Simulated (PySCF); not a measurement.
F₆Si₂, charge -1, doublet, at a GFN2-xTB geometry (a state made from the parent by changing its charge; the spin is typed, not shown lowest). Base run: PBE0/3-21G (PySCF).

Input for PySCF:
```python
from pyscf import gto, scf, dft

mol = gto.M(
    atom='''
F     2.498832   -0.268387   -1.137586
Si    1.110337   -0.087130   -0.202929
F     1.713581    1.210891    0.584382
F     1.568061   -1.252836    0.845992
Si   -1.110337    0.087130    0.202929
F    -1.568061    1.252836   -0.845992
F    -1.713581   -1.210891   -0.584382
F    -2.498832    0.268387    1.137586
''',
    basis='3-21g',
    charge=-1,
    spin=1,
    verbose=4,
)

mf = dft.UKS(mol)
mf.xc = 'pbe0'
mf.kernel()
```

Each row names what was changed in the base input (with any setting that the change needs).

```json
[
 {"change": "base", "ΔE vs base (mEh)": "0.000", "fitting functions": "-"},
 {"change": "auxbasis = even-tempered beta=2.0", "ΔE vs base (mEh)": "-2.001", "fitting functions": "538"},
 {"change": "auxbasis = even-tempered beta=1.6", "ΔE vs base (mEh)": "0.717", "fitting functions": "770"},
 {"change": "auxbasis = def2-tzvp-ri", "ΔE vs base (mEh)": "-28.714", "fitting functions": "682"},
 {"change": "auxbasis = even-tempered beta=3.0", "ΔE vs base (mEh)": "-5.115", "fitting functions": "342"},
 {"change": "auxbasis = cc-pvtz-ri", "ΔE vs base (mEh)": "-17.231", "fitting functions": "730"},
 {"change": "exchange = seminumerical (SGX) (with mf = sgx.sgx_fit(mf, auxbasis='def2-universal-jfit'); with mf.with_df.dfj = True)", "ΔE vs base (mEh)": "-1.670", "fitting functions": "396"},
 {"change": "auxbasis = def2-svp-ri", "ΔE vs base (mEh)": "-585.9", "fitting functions": "412"},
 {"change": "only_dfj = on; auxbasis = def2-universal-jfit", "ΔE vs base (mEh)": "-1.648", "fitting functions": "396"},
 {"change": "auxbasis = def2-universal-jkfit", "ΔE vs base (mEh)": "-0.279", "fitting functions": "718"}
]
```

A fitting set is made for a task (jfit for Coulomb, jkfit for Coulomb and exchange, ri for correlation) and for a family of orbital bases.

Open shells are given as the SCF converged; they aren't shown to be the lowest states, and a large step between rows can be another state.
